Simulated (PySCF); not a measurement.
isocyanic acid (CHNO), SMILES N=C=O.

Coordinates come from a ωB97X-D3(BJ)/def2-TZVP optimisation.

Two levels are set side by side: PBE/def2-TZVPD (PySCF) and CAM-B3LYP/def2-TZVPD (PySCF). Same geometry, gas phase. Differences are taken from unrounded values.

```csv
quantity,CAM-B3LYP,PBE,PBE minus CAM-B3LYP
orbital gap (eV),10.74,6.42,-4.31
highest occupied level (eV),-10.31,-7.43,2.88
lowest empty level (eV),0.43,-1.01,-1.44
dipole moment (D),2.10,1.99,-0.12
mean polarisability (bohr³),22.8,23.3,0.6
```

Without exact exchange PBE keeps part of each electron's self-repulsion, which lifts occupied levels and narrows the gap. Differences between two approximate levels are no errors against the true value.

Rough cost on one machine, each run with all the roots and properties that it gave: CAM-B3LYP against PBE within a factor of 2.
